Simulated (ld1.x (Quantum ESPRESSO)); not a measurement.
# What the settings do to the TM potential of bromine (Br)

Base potential:

Br (Z = 35), norm-conserving Troullier–Martins (Kleinman–Bylander form), made with ld1.x (Quantum ESPRESSO) 7.5 (PBE, scalar-relativistic). Core [Ar] 3d10, reference 4s2 4p5. Waves: 4p (bound): rc 1.40 bohr; 4d channel at -0.15 Ry: rc 1.20 bohr; 4s (bound): rc 1.40 bohr. Local part: the s channel. Core correction: a·sin(br)/r model core inside 0.75 bohr.

Cutoffs, loose and tight: the cutoffs (Ry, on a coarse ladder) from which the occupation-weighted sum of valence levels, in a spherical-Bessel basis at the reference potential, stays within 10 and 1 mRy of its value at 400 Ry. They do not see the model core or the augmentation charge, which bear on the density cutoff. Test errors are all-electron minus pseudo excitation energies from the reference, over the configurations 4s2 4p4; 4s2 4p3; 4s2 4p2; 4s1 4p6; 4s1 4p5; 4s2 4p5.3; 4s2 4p4.5. A dash means not determined; rows that change the core or the reference have their own tests. The largest error is taken over the tests solved by every variant that gives reliable tests at all: 4s1 4p5; 4s2 4p2; 4s2 4p3; 4s2 4p4; 4s2 4p4.5; 4s2 4p5.3.

A true bound ghost makes a file unfit for plane-wave use even where its test errors are small: the radial tests pick states by their node count and pass the ghost by.

Cutoffs are not given where the Bessel-basis levels miss the radial ones by over 6 mRy, ghosts where they miss by over 20 mRy; a channel whose overlap is not positive is not tested.

| change | outcome | cutoff, loose | cutoff, tight | bound ghosts | largest test error (meV) |
| --- | --- | --- | --- | --- | --- |
| base | generated | 50 Ry | 100 Ry | p, d | -49 |
| wave 4p (bound): rc 1.40 bohr becomes 4p (bound): rc 1.04 bohr | generated | 260 Ry | over 300 Ry | d, p | -194 |
| wave 4p (bound): rc 1.40 bohr becomes 4p (bound): rc 1.16 bohr | generated | 100 Ry | 230 Ry | p, d | -90 |
| wave 4p (bound): rc 1.40 bohr becomes 4p (bound): rc 1.42 bohr | generated | 50 Ry | 100 Ry | p, d | -49 |
| wave 4p (bound): rc 1.40 bohr becomes 4p (bound): rc 1.60 bohr | generated | 45 Ry | 70 Ry | d | -46 |
| wave 4p (bound): rc 1.40 bohr becomes 4p (bound): rc 1.72 bohr | generated | 45 Ry | 70 Ry | d | -47 |
| wave 4p (bound): rc 1.40 bohr becomes 4p (bound): rc 1.80 bohr | generated | 45 Ry | 60 Ry | p, d | -51 |
| wave 4p (bound): rc 1.40 bohr becomes 4p (bound): rc 2.10 bohr | generated | 45 Ry | 60 Ry | p, d | -81 |

**Question.** What comes out with this change to the base: wave 4p (bound): rc 1.40 bohr becomes 4p (bound): rc 0.92 bohr?

**Answer.** outcome: generated; bound ghosts: d, p; largest test error (meV): -513.

**Question.** What comes out with this change to the base: wave 4p (bound): rc 1.40 bohr becomes 4p (bound): rc 2.00 bohr?

**Answer.** outcome: generated; cutoff, loose: 45 Ry; cutoff, tight: 60 Ry; bound ghosts: p, d; largest test error (meV): -67.

**Question.** What comes out with this change to the base: wave 4p (bound): rc 1.40 bohr becomes 4p (bound): rc 1.30 bohr?

**Answer.** outcome: generated; cutoff, loose: 60 Ry; cutoff, tight: 120 Ry; bound ghosts: p, d; largest test error (meV): -55.

Reading the sweep of the p radius (base included, trends over the rows without a ghost): Bound ghosts are found at 0.92, 1.04, 1.16, 1.3, 1.4, 1.42, 1.6, 1.72, 1.8, 2, 2.1 bohr. Every judged row has one, so this setting neither creates nor removes them.
